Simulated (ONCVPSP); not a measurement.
# Logarithmic derivatives: Ce (Z = 58), ONCV

```json
{"Element": "Ce", "Generator": "ONCVPSP 4.0.1", "Type": "optimised norm-conserving Vanderbilt (ONCV)", "Functional": "PBEsol", "Relativity": "scalar-relativistic", "Frozen core": "[Kr] 4d10 5s2", "Valence charge": "10", "Reference configuration": "4f1 5p6 5d1.5 6s1.5", "Partial waves": "6s: rc 3.10 bohr, ncon 3, nbas 7, qcut 1.8 1/bohr, 1 projector; 5p: rc 2.00 bohr, ncon 4, nbas 7, qcut 3.7 1/bohr, 2 projectors, debl 2.3 Ha; 5d: rc 3.30 bohr, ncon 3, nbas 8, qcut 5.3 1/bohr, 2 projectors, debl 1.6 Ha; 4f: rc 1.15 bohr, ncon 5, nbas 10, qcut 14.5 1/bohr, 1 projector", "Local potential": "polynomial inside 0.90 bohr (lpopt 5, dvloc0 0 Ha)", "Core correction": "none"}
```

The phase is arctan(r·R′/R) of the radial function R(r), unwrapped; energies in Ha, scanned from -2 to 5 Ha. A pole is an energy at which the radial function vanishes at the test radius. The pseudo phase is shifted by a multiple of π to meet the all-electron one at the reference energy, and phase errors are pseudo minus all-electron; the curves can meet again beyond the range given. Levels narrower than the energy grid can be missing from the lists of poles. Where the grid stepped over a known ghost or core level, its pole and its step of π were put in at the level’s energy.

```
channel  radius (bohr)  reference energy (Ha)  poles, all-electron     poles, pseudo  unbroken range about the reference energy with phases within 0.05 rad  phase error 1 Ha above the reference energy (rad)
      s           3.15                  -0.13    -1.43, 1.16, 4.78        0.50, 2.03                                                            -1.0 to 0.1                                             -2.602
      p           2.03                  -0.83                 0.27       -1.72, 0.27                                                             above -1.6                                             +0.000
      d           3.34                  -0.09           0.17, 2.30  0.17, 2.29, 3.13                                                              below 2.9                                             -0.003
      f           1.17                  -0.17                 1.53              1.59                                                              below 3.7                                             +0.004
```

Note: ghosts flagged at negative energy: s at -541.4 eV, s at -127.7 eV, p at -46.9 eV; GHOST(+) flagged for d at 84.3 eV. A true bound ghost makes a file unfit for plane-wave use.

Phases in the s channel:

```
E (Ha)  all-electron   pseudo
 -1.98         1.333   -1.783
 -1.62         1.197   -1.815
 -1.26        -1.780   -1.866
 -0.90        -1.910   -1.956
 -0.54        -2.131   -2.168
 -0.18        -2.997   -3.000
  0.18        -4.227   -4.293
  0.54        -4.536   -4.778
  0.90        -4.656   -7.347
  1.26        -4.732   -7.697
  1.62        -4.802   -7.790
  1.98        -4.900   -7.847
  2.34        -5.144   -7.896
  2.70        -6.601   -7.952
  3.06        -7.521   -8.044
  3.42        -7.689   -8.309
  3.78        -7.760  -10.008
  4.14        -7.802  -10.714
  4.50        -7.833  -10.851
  4.86        -7.860  -10.911
```
